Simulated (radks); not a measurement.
Computed order of ionisation of holmium. At each step one electron was removed from each of the four highest sub-shells of the ion before, moves of one valence electron (up to charge 6) and the configuration listed by NIST were tried, and the lowest configuration was kept. Calculated with a radial shooting solver on a logarithmic mesh with Libxc functionals: non-relativistic Kohn-Sham, PBE, spin-polarised, spherical densities, point nucleus. Open shells are filled with parallel spins first.

\begin{tabular}{lrrrrrr}
species & lowest configuration found & NIST configuration & margin to the next tried (eV) & IE (eV) & NIST IE (eV) & kind \\ \hline
Ho & [Xe] 4f11 6s2 & same & 1.381 & 5.186 & 6.022 & exp. \\
Ho+ & [Xe] 4f12 & [Xe] 4f11 6s1 lies 0.460 eV higher & 0.460 & 11.654 & 11.78 & semi-emp. \\
Ho2+ & [Xe] 4f11 & same & 7.505 & 28.408 & 22.79 & semi-emp. \\
Ho3+ & [Xe] 4f10 & same & 14.327 & 47.960 & 42.5 & semi-emp. \\
Ho4+ & [Xe] 4f9 & same & 11.126 & 69.743 & - &  \\
Ho5+ & [Xe] 4f8 & [Kr] 4d10 4f9 5s2 5p5 lies 5.402 eV higher & 5.402 & 92.288 & 95 & theory \\
Ho6+ & [Kr] 4d10 4f8 5s2 5p5 & differs (not computed) & 1.179 & 107.39 & 112 & theory \\
Ho7+ & [Kr] 4d10 4f8 5s2 5p4 & differs (not computed) & 4.201 & 122.66 & 129 & theory \\
Ho8+ & [Kr] 4d10 4f8 5s2 5p3 & differs (not computed) & 7.645 & 144.92 & 155 & theory \\
Ho9+ & [Kr] 4d10 4f8 5s2 5p2 & differs (not computed) & 4.628 & 161.72 & 173 & theory \\
Ho10+ & [Kr] 4d10 4f8 5s2 5p1 & differs (not computed) & 8.242 & 178.69 & 197 & theory \\
Ho11+ & [Kr] 4d10 4f8 5s2 & same & 12.234 & 212.43 & 229 & theory \\
Ho12+ & [Kr] 4d10 4f7 5s2 & same & 4.427 & 239.09 & 263 & theory \\
Ho13+ & [Kr] 4d10 4f7 5s1 & [Kr] 4d10 4f6 5s2 lies 11.968 eV higher & 11.968 & 263.52 & 284 & theory \\
\end{tabular}

Reference values: NIST Atomic Spectra Database (exp. = measured, semi-emp. = semi-empirical, theory = theoretical value adopted there). Relativity is left out here, which matters for elements this heavy. Open shells are spherical and high-spin; term and fine-structure splittings are not resolved. Tried without a valid solution: [Xe] 4f12 6s1. No tabulated value is given for the 4+ ions of Nd, Pm and Eu to Yb, where it belongs to another shell than the one emptied here.
